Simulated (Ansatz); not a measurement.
Compare A (`[AlH2][CH]1C[SiH2]1`) with its isomer B (`C=C[SiH2][AlH2]`).

Isolated molecules relaxed with PBE0-D4/def2-TZVP in Ansatz; ΔE leaves out vibrations. CCSD(T)/CBS is the MP2 limit (def2-TZVPP, def2-QZVPP) plus CCSD(T) − MP2 in def2-TZVPP, frozen cores. Functionals use def2-TZVPP. B3LYP here is the variant with VWN-RPA as its local correlation; programs differ in this. One conformer a species, not always the lowest.

(1) Which is lower in electronic energy at CCSD(T)/CBS, and by how much? (An estimate is asked.)

(2) Give E(B) − E(A) in kcal/mol with B3LYP-D4, PBE0-D4, r2SCAN-D4, CCSD(T)/def2-TZVPP, HF/def2-TZVPP, ωB97M-V, MP2/def2-TZVPP. (An estimate is asked.)

(3) Does the order hold for the free energy at 298.15 K (harmonic terms from PBE0-D4)? (Best estimate.)

Largest T1 diagnostic: 0.012.

Results:

(1) Computed: B, by 0.9 kcal/mol.

(2) The calculation gave: B3LYP-D4 -3.5, PBE0-D4 1.0, r2SCAN-D4 1.9, CCSD(T)/def2-TZVPP -1.6, HF/def2-TZVPP -9.9, ωB97M-V 1.7, MP2/def2-TZVPP 3.3. The order is the other way round with PBE0-D4, r2SCAN-D4, ωB97M-V, MP2/def2-TZVPP.

(3) Ansatz gave: Yes: G(B) − G(A) = -3.0 kcal/mol, for one conformer each. Modes under 60 cm⁻¹, often nearly free rotors, make the harmonic entropy too high.

The D4 term adds +0.8 kcal/mol with B3LYP and +0.3 kcal/mol with PBE0; it sums over pairs of atoms, weighted by their polarisabilities, and B3LYP, whose exchange is more repulsive, gets the larger term. From BLYP to BHLYP (50 % exact exchange), in def2-TZVPP and without D4, E(B) − E(A) moves by +1.6 kcal/mol.
